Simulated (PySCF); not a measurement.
Species: C4H8F2O2.
Atom-mapped SMILES: `[CH3:1][O:2][CH2:3][C@H:4]([F:5])[O:6][CH2:7][F:8]` (hydrogens: H9, H10, H11 on C1; H12, H13 on C3; H14 on C4; H15, H16 on C7)

The same species was optimised twice, with GFN2-xTB and with PBE0-D3(BJ)/def2-SVP (PySCF), and the same property calculations (PySCF, gas phase) were run on both structures.

| coordinate | GFN2-xTB | PBE0-D3(BJ)/def2-SVP | change |
| --- | --- | --- | --- |
| C3–C4 (Å) | 1.535 | 1.513 | -0.022 |
| C1–O2 (Å) | 1.413 | 1.401 | -0.012 |
| C4–F5 (Å) | 1.386 | 1.378 | -0.008 |
| C7–F8 (Å) | 1.371 | 1.364 | -0.007 |
| O2–C3 (Å) | 1.397 | 1.390 | -0.007 |
| C4–O6 (Å) | 1.387 | 1.381 | -0.006 |
| O6–C7 (Å) | 1.380 | 1.378 | -0.002 |
| C1–O2–C3 (°) | 114.6 | 115.7 | +1.1 |
| C3–C4–O6 (°) | 108.8 | 107.9 | -0.9 |
| F5–C4–O6 (°) | 108.3 | 109.2 | +0.9 |
| O2–C3–C4 (°) | 113.5 | 113.2 | -0.3 |
| C3–C4–F5 (°) | 110.2 | 110.5 | +0.3 |
| C4–O6–C7 (°) | 115.3 | 115.1 | -0.2 |
| O6–C7–F8 (°) | 110.6 | 110.6 | 0.0 |
| C1–O2–C3–C4 (°) | 74 | 85 | +11 |
| O2–C3–C4–F5 (°) | -85 | -66 | +19 |
| C3–C4–O6–C7 (°) | -172 | -164 | +8 |
| C4–O6–C7–F8 (°) | 71 | 75 | +4 |

Rotational constants: A = 4455, B = 974.6, C = 926.4 MHz (GFN2-xTB) against A = 5010, B = 960.5, C = 893.6 MHz (PBE0-D3(BJ)/def2-SVP). Point groups within 0.08 Å: C1 and C1.

On the GFN2-xTB structure: isotropic polarisability (au) 61.2 [CAM-B3LYP/def2-SVPD]; HOMO (eV) -9.33 [CAM-B3LYP/def2-SVPD]; LUMO (eV) 1.33 [CAM-B3LYP/def2-SVPD]; dipole (D) 1.31 [CAM-B3LYP/def2-SVPD]; HOMO (eV) -7.72 [PBE0/pcSseg-1]; LUMO (eV) 1.73 [PBE0/pcSseg-1]; dipole (D) 1.33 [PBE0/pcSseg-1]; GIAO shielding of C1 (ppm) 125.4 [PBE0/pcSseg-1]; GIAO shielding of O2 (ppm) 318.9 [PBE0/pcSseg-1]; GIAO shielding of C3 (ppm) 108.1 [PBE0/pcSseg-1]; GIAO shielding of C4 (ppm) 71.5 [PBE0/pcSseg-1]; GIAO shielding of F5 (ppm) 329.1 [PBE0/pcSseg-1]; GIAO shielding of O6 (ppm) 199.1 [PBE0/pcSseg-1]; GIAO shielding of C7 (ppm) 84.9 [PBE0/pcSseg-1]; GIAO shielding of F8 (ppm) 360.4 [PBE0/pcSseg-1].

Question: What do these properties become on the PBE0-D3(BJ)/def2-SVP structure?

Answer: 
```tsv
property	level	on GFN2-xTB	on PBE0-D3(BJ)/def2-SVP	change
isotropic polarisability (au)	CAM-B3LYP/def2-SVPD	61.2	61.5	+0.3
HOMO (eV)	CAM-B3LYP/def2-SVPD	-9.33	-9.25	+0.08
LUMO (eV)	CAM-B3LYP/def2-SVPD	1.33	1.32	-0.01
dipole (D)	CAM-B3LYP/def2-SVPD	1.31	1.30	-0.01
energy, GFN2-xTB geometry as zero (kcal/mol)	CAM-B3LYP/def2-SVPD	0.0	-0.6	-0.6
HOMO (eV)	PBE0/pcSseg-1	-7.72	-7.64	+0.08
LUMO (eV)	PBE0/pcSseg-1	1.73	1.73	0.00
dipole (D)	PBE0/pcSseg-1	1.33	1.32	-0.01
energy, GFN2-xTB geometry as zero (kcal/mol)	PBE0/pcSseg-1	0.0	-0.7	-0.7
GIAO shielding of C1 (ppm)	PBE0/pcSseg-1	125.4	123.9	-1.5
GIAO shielding of O2 (ppm)	PBE0/pcSseg-1	318.9	326.5	+7.6
GIAO shielding of C3 (ppm)	PBE0/pcSseg-1	108.1	110.3	+2.2
GIAO shielding of C4 (ppm)	PBE0/pcSseg-1	71.5	73.9	+2.4
GIAO shielding of F5 (ppm)	PBE0/pcSseg-1	329.1	338.0	+8.9
GIAO shielding of O6 (ppm)	PBE0/pcSseg-1	199.1	201.1	+2.0
GIAO shielding of C7 (ppm)	PBE0/pcSseg-1	84.9	84.9	0.0
GIAO shielding of F8 (ppm)	PBE0/pcSseg-1	360.4	358.1	-2.3
```

The heavy atoms differ by 0.219 Å rms after alignment. Among bonds between heavy atoms C3–C4 changes most (-0.022 Å). Changes are differences of the printed values. Neither structure is proved a minimum here.

The values belong to the conformer `[CH3:1][O:2][CH2:3][C@H:4]([F:5])[O:6][CH2:7][F:8]`: C1–O2–C3–C4 85°, O2–C3–C4–F5 -66°, C3–C4–O6–C7 -164°, C4–O6–C7–F8 75°.
